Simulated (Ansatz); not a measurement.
Consider the redistribution: `O[SiH2][GeH2][OH]` + `[SiH3]N[SiH]1CO1` → `O[SiH2][SiH]1CO1` + `[OH][GeH2][NH][SiH3]`.

Program: Ansatz. Geometries: PBE0-D4/def2-TZVP. ΔE: electronic, gas phase. CCSD(T)/CBS adds triple-zeta CCSD(T) − MP2 to the extrapolated MP2 energy (def2 sets, frozen cores). Functionals use def2-TZVPP. For Ge outer-core shells are correlated without core-valence functions, which leaves a few kJ/mol of doubt a bond. Scalar relativity is left out up to krypton. One conformer a species, not always the lowest.

`O[SiH2][GeH2][OH]`:

Z-matrix (Å, degrees):
```
Si
Ge 1 2.391
O 1 1.653 2 111.1
H 1 1.490 2 108.2 3 -123.0
H 1 1.482 2 110.4 3 117.0
O 2 1.793 1 104.5 3 167.8
H 2 1.546 1 114.4 3 -73.1
H 2 1.550 1 112.7 3 49.6
H 3 0.958 1 117.7 2 -66.3
H 6 0.959 2 112.6 1 174.0
```

`[SiH3]N[SiH]1CO1`:

```xyz
12

Si    0.383    1.679    1.478
N     0.574    0.510    0.212
Si   -0.487   -0.734   -0.260
C    -0.408   -1.602   -1.834
O     0.111   -2.236   -0.581
H    -0.925    1.411    2.123
H     1.474    1.565    2.482
H     0.401    3.065    0.940
H     1.448    0.546   -0.296
H    -1.714   -0.634    0.551
H     0.386   -1.419   -2.556
H    -1.244   -2.150   -2.261
```

`O[SiH2][SiH]1CO1`:

```xyz
11

O     0.715   -0.281   -1.979
Si   -0.496    0.718   -1.474
Si   -0.713    0.128    0.775
C     0.815   -0.355    1.631
O     0.041   -1.376    0.930
H     0.814   -1.079   -1.449
H    -1.768    0.491   -2.215
H    -0.078    2.125   -1.692
H    -1.957    0.308    1.565
H     1.798   -0.181    1.198
H     0.828   -0.498    2.710
```

`[OH][GeH2][NH][SiH3]`:

Cartesian coordinates in Å:
```
O 0.040 -1.192 2.301
Ge 0.727 -1.060 0.664
N -0.479 -0.314 -0.492
Si -0.455 1.256 -1.196
H -0.226 -0.341 2.658
H 1.008 -2.520 0.296
H 1.958 -0.140 0.656
H -1.279 -0.898 -0.689
H -0.470 1.208 -2.684
H -1.619 2.087 -0.774
H 0.796 1.915 -0.740
```

```csv
level,ΔE (kJ/mol)
r2SCAN-D4,54.6
ωB97X-V,54.9
ωB97M-V,59.4
HF/def2-TZVPP,68.0
CCSD(T)/def2-TZVPP,52.6
MP2/def2-QZVPP,56.7
SCS-MP2/def2-QZVPP,57.8
CCSD/CBS(def2),60.3
```

Q: What does CCSD(T)/CBS give? (Estimate.)

A: Ansatz gave: +56.5 kJ/mol. The listed levels differ from it by -1.9, -1.6, 2.9, 11.5, -3.9, 0.2, 1.3, 3.8 kJ/mol.

Largest T1 diagnostic among the species: 0.014.

In def2-TZVPP, CCSD(T) changes the Hartree–Fock value by −15.4 kJ/mol (the triples alone add −3.9 kJ/mol) and MP2 by −14.0 kJ/mol. From PBE to PBE0 (25 % exact exchange), in def2-TZVPP and without D4, ΔE moves by +4.6 kJ/mol.
